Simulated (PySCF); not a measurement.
CH₇FO₂Si₂. Atoms are numbered in the order given.

```xyz
13

O     -1.1311     1.7805     0.8045
Si    -1.4879     0.3099     0.1176
C     -0.0531    -0.9086     0.3959
O     -0.3456    -2.2147    -0.0904
Si     1.4829    -0.3241    -0.5172
F      1.5226     1.3040    -0.2660
H     -0.2736     2.1328     0.5334
H     -2.7036    -0.2266     0.7958
H     -1.7461     0.3954    -1.3535
H      0.1943    -0.9043     1.4792
H     -1.0859    -2.5716     0.4123
H      1.3590    -0.5519    -1.9804
H      2.7549    -0.8860     0.0129
```

Coordinates come from a PBE0-D3(BJ)/def2-SVP optimisation. The structure was generated by enumeration; whether it is a known compound was not checked. The values are those of a single conformer.

Level of theory: PBE0/pcSseg-1 in PySCF.

GIAO shieldings, no solvent; atoms listed in one row are averaged. δ = σ(ref) − σ: ¹⁷O against H2O (σ = 334.2 ppm); ²⁹Si against TMS (σ = 352.7 ppm); ¹³C against TMS (σ = 186.3 ppm); ¹⁹F against CFCl3 (σ = 167.2 ppm); ¹H against TMS (σ = 31.56 ppm), references at their B3LYP-D3(BJ)/def2-TZVP geometries, non-relativistic.

Computed chemical shifts:
```tsv
nucleus	atoms	count	δ (ppm)
¹⁷O	O1	1	22.0
¹⁷O	O4	1	-23.6
²⁹Si	Si5	1	14.1
²⁹Si	Si2	1	-16.6
¹³C	C3	1	52.3
¹⁹F	F6	1	-236.0
¹H	H13	1	5.76
¹H	H12	1	5.47
¹H	H9	1	5.30
¹H	H8	1	5.08
¹H	H10	1	4.01
¹H	H7	1	1.87
¹H	H11	1	-0.23
```
